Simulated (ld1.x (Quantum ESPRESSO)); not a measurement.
Values are calculated unless marked as measured or tabulated.
Potentials for tellurium compared

Generated with ld1.x 7.5 (TM, RRKJ, ultrasoft, PAW), atompaw 4.2 or ONCVPSP 4.0.1. The cutoff is in Ry: for ld1.x and atompaw files where the sum of valence levels is converged to 10 mRy in a Bessel basis, for ONCV files where the hardest occupied wave has 1 mHa per electron of residual kinetic energy. The error is the largest all-electron minus pseudo excitation energy over each file’s own four to seven test configurations (ionisations up to +4, promotions, holes and added fractions of an electron), all of which were solved. The labels leave out finer settings (local radius, basis sizes, second energies), which also bear on the numbers. Spin-polarised tests are not counted. The rows are a selection from randomly drawn settings: files with unsolved tests, undetermined cutoffs or missed reference levels are left out.

A true bound ghost makes a file unfit for plane-wave use even where its test errors are small: the radial tests pick states by their node count and pass the ghost by.

| potential | cutoff (Ry) | largest error (meV) | bound ghosts |
| --- | --- | --- | --- |
| PAW, revPBE, scalar-relativistic, rc 1.95/2.40/1.70 (spd), local smoothed, core correction yes, reference 4d10 5s1.75 5p4.25 | 50 | -17 | none |
| PAW, PBE, scalar-relativistic, rc 2.20/2.00/1.10 (spd), local smoothed, core correction yes, reference 4d10 5s2 5p4 | 140 | -102 | none |
| ultrasoft, LDA (PZ), scalar-relativistic, rc 1.55/1.15/1.05 (spd), local smoothed, core correction yes, reference 4s2 4p6 4d10 5s2 5p3.5 | 140 | -33 | none |

Q: Fill in the row for Te: TM, Wu–Cohen, scalar-relativistic, rc 1.50/2.05/1.05 (spd), local d, core correction yes, reference 4d10 5s2 5p4.

A: cutoff 120 Ry, largest error -358 meV, bound ghosts: s, p.

Q: Fill in the row for Te: PAW, LDA (PZ), scalar-relativistic, rc 2.00/2.10/1.55 (spd), local smoothed, core correction yes, reference 5s2 5p3.5.

A: cutoff 8 Ry, largest error -292 meV, bound ghosts: d.
